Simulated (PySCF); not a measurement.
# Effect of structural changes

Method: PySCF 2.14.0, TDDFT CAM-B3LYP/aug-cc-pVDZ circular dichroism and optical rotation, one conformer, gas phase. Geometry: GFN2-xTB.

Each molecule in one low-energy conformer. The parent is O=C1C[C@@H](CF)[C@@H]1F.

The molecule is flexible and this is one conformer; a measurement averages over conformers.

(1) How does the specific rotation at 589.3 nm (origin-invariant length gauge) change along this series?
- O=C1C[C@@H](CF)[C@@H]1F (base)
- O=C1C[C@H](CF)[C@@H]1F (diastereomer)

Results:

(1) 
| molecule | [α]589 (deg dm⁻¹ (g/mL)⁻¹) | S1 (eV) | R(S1), velocity form (10⁻⁴⁰ esu² cm²) |
| --- | --- | --- | --- |
| O=C1C[C@@H](CF)[C@@H]1F | -110.9 | 4.02 | -1.9 |
| O=C1C[C@H](CF)[C@@H]1F | -64.7 | 3.98 | -2.8 |

The specific rotation at 589.3 nm (origin-invariant length gauge) is lowest for O=C1C[C@@H](CF)[C@@H]1F and highest for O=C1C[C@H](CF)[C@@H]1F.
